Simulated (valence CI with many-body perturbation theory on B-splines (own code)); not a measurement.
## Ni6+: what the settings do

Calculated by configuration interaction combined with many-body perturbation theory (CI+MBPT): four valence electrons over a frozen Dirac-Fock core [Ar], radial functions for each j: 6 s, 6 p, 5 d, 5 f, 1 g, with the one-electron correlation potential Σ1 (screened to all orders), the two-electron term Σ2, the three-electron term Σ3, Breit, model QED; selected single and double excitations, second order for the rest, scaled by the run's own slope (own B-spline code, finite nucleus).

Set against measurement, 16 paired levels are off by 434 cm⁻¹ on average, the worst by 1108. These come from a selection out of Corliss and Sugar, J. Phys. Chem. Ref. Data 10, 197 (1981). Levels without a partner in it may be off by more, other configurations by 1,000 to 8,000 cm⁻¹. Only levels of the ground parity were solved; by the run's estimate the other parity begins above the list, which can be wrong where configurations are misplaced.

The reference run has the lowest level 3d4 5D_0 and an ionisation energy of 132.338 eV. Its largest variational space holds 8898 state functions.

| Level | Reference (cm⁻¹) | Shift (cm⁻¹) |
| --- | --- | --- |
| 3d4 5D_1 | 276 | -17 |
| 3d4 5D_2 | 792 | -48 |
| 3d4 5D_3 | 1503 | -88 |
| 3d4 5D_4 | 2366 | -133 |
| 3d4 3H_4 | 30623 | -337 |
| 3d4 3P_0 | 30834 | -231 |
| 3d4 3H_5 | 31203 | -378 |
| 3d4 3H_6 | 31769 | -414 |
| 3d4 3P_1 | 32558 | -331 |
| 3d4 3F_2 | 34326 | -390 |
| 3d4 3F_3 | 34333 | -380 |
| 3d4 3F_4 | 34565 | -398 |

The ionisation energy moves by -1.994 eV.

Task: Which of these changes was made?
A. selection threshold (hartree) 2e-08 → 1e-06; Breit term on → off; QED terms on → off
B. natural orbitals for correlation on → off
C. scale of Σ1 1 → 0
D. cutoff of virtual states (hartree) 1568 → 720

Result: C. scale of Σ1 1 → 0.
